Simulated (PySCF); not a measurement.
A PySCF script (with the pyscf-properties extension) for the NMR shieldings of SMILES CC=C=CC[SiH2]BF, C5H10BFSi, on a GFN2-xTB geometry:

```python
import basis_set_exchange as bse
import numpy as np
from pyscf import gto, dft
from pyscf.prop import nmr

atoms = """
C     2.160811    1.730890   -0.281370
C     2.044601    0.773534    0.868457
C     0.923178    0.272706    1.287292
C    -0.204033   -0.242925    1.673817
C    -0.788000   -1.505423    1.120633
Si   -2.165263   -1.104192   -0.164898
B    -1.353669   -0.164999   -1.700990
F    -1.475642    1.141117   -1.818046
H     2.828567    1.324244   -1.041181
H     2.580190    2.677033    0.061075
H     1.188321    1.918738   -0.729949
H     2.974616    0.522133    1.365461
H    -0.799479    0.263346    2.423864
H    -1.205842   -2.100004    1.932374
H    -0.006154   -2.096811    0.642611
H    -3.200112   -0.348661    0.562814
H    -2.791567   -2.395835   -0.501367
H    -0.719285   -0.658572   -2.565574
"""
names = dict.fromkeys(["C", "Si", "B", "F", "H"], "pcSseg-1")
basis = {el: gto.basis.parse(bse.get_basis(n, elements=[el], fmt="nwchem")) for el, n in names.items()}
mol = gto.M(atom=atoms, basis=basis, charge=0, verbose=0)
mf = dft.RKS(mol, xc="PBE0")
mf.grids.level = 2
mf.grids.alignment = dft.numint.BLKSIZE   # the property module wants whole blocks of grid points
mf.conv_tol = 1e-9
mf.kernel()

calc = nmr.RKS(mf)   # GIAO
C = mf.mo_coeff
Co = C[:, mf.mo_occ > 0]
resp = mf.gen_response(singlet=True, hermi=2)
def vind(x):   # induced exchange potential for any number of trial vectors
    d = np.einsum("pi,xij,qj->xpq", C, 2 * x.reshape(-1, C.shape[1], Co.shape[1]), Co, optimize=True)
    return np.einsum("xpq,pi,qj->xij", resp(d - d.transpose(0, 2, 1)), C, Co, optimize=True).ravel()
mo1, _ = nmr.rhf.solve_mo1(calc, with_cphf=vind)
sigma = calc.kernel(mo1)
for i, s in enumerate(sigma):   # ppm
    print("%2d %-2s %9.2f" % (i, mol.atom_pure_symbol(i), np.trace(s) / 3))
```

**Question.** What does it print?

**Answer.** 
```
 0 C     167.97
 1 C      93.58
 2 C     -27.44
 3 C      91.71
 4 C     172.96
 5 Si    432.05
 6 B      25.24
 7 F      95.37
 8 H      29.96
 9 H      29.87
10 H      30.13
11 H      26.37
12 H      26.30
13 H      30.11
14 H      29.78
15 H      28.09
16 H      27.71
17 H      25.18
```

These numbers come from an equivalent density-fitted implementation of the same equations, which agrees with the script to about 0.01 ppm for H and up to a few tenths of a ppm for heavy atoms, so last digits may differ.

Size and cost of the density-fitted run: 193 basis functions, 38 s wall time on 1 thread of an Arm Neoverse V2, shared host; peak memory 0.85 GiB.
